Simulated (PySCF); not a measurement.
Dipole response of Al⁺ (aluminium, charge +1)

[Ne] 3s2, closed-shell 1S. Calculation: PySCF 2.14, in aug-cc-pVTZ-DK; the spin-free X2C one-electron Hamiltonian (Gaussian nucleus). Coupled (time-dependent) response in atomic units; α is the mean over directions.

| method | mean α (bohr³) | C₆ (like pair) | S(−4) |
| --- | --- | --- | --- |
| UHF | 26.03 | 136.8 | 365.0 |
| PBE | 23.99 | 120.4 | 314.8 |
| PBE0 | 24.47 | 124.2 | 326.4 |
| CAM-B3LYP | 23.70 | 118.3 | 307.0 |
| M06-2X | 21.56 | 100.8 | 263.6 |

S(−4) is the Cauchy moment in α(ω) = α(0) + S(−4) ω² + …

α(iu) at PBE:

```tsv
u (hartree)	α(iu) (bohr³)
0	23.99
0.0500	23.23
0.100	21.21
0.200	15.76
0.300	11.06
0.500	5.720
0.750	3.005
1.00	1.847
1.50	0.9262
2.00	0.5728
3.00	0.2942
5.00	0.1252
```

A single London oscillator, α(iu) = α/(1 + u²/ω²), gives C₆ = (3/4) ω α². Matching the computed C₆ needs ω = 4 × 120.4 / (3 × 23.99²) = 0.279 hartree.

For an ion, C₆ is the dispersion term alone; charge-induced terms of lower order in 1/R come first.
